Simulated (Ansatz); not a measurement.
`[S]=[Mo]([Cl])([Cl])([Cl])[Cl]`, relaxed with RKS PBE-D4/def2-SVP in Ansatz from a rough embedded geometry. The force threshold is 0.03 eV/Å; the program also tests the step.

Charge 0, multiplicity 1. Mo takes the def2 core potential.

Start:

```xyz
6

S    -1.120   -1.991    0.364
Mo   -0.192    0.107    0.172
Cl    0.274    2.140   -1.605
Cl   -0.696    1.626    2.401
Cl    2.039   -0.749    1.037
Cl   -0.305   -1.133   -2.368
```

(1) How much energy does the relaxation release, and in how many steps? (Estimate.)

(2) Which bonds change most? (Estimate.)

(3) Give the relaxed structure. (An estimate is asked.)

Answers

(1) Computed: 437.16 kJ/mol, in 10 steps.

(2) The calculation gave: Mo2–Cl6 from 2.829 to 2.306 Å; Mo2–Cl4 from 2.744 to 2.307 Å; Mo2–Cl3 from 2.740 to 2.310 Å; Mo2–Cl5 from 2.542 to 2.309 Å.

(3) Ansatz gave: 
```xyz
6

S    -1.624   -1.268    0.449
Mo   -0.014   -0.010    0.002
Cl   -0.996    1.722   -1.168
Cl    0.088    1.432    1.800
Cl    1.789   -1.099    0.950
Cl    0.757   -0.777   -2.032
```
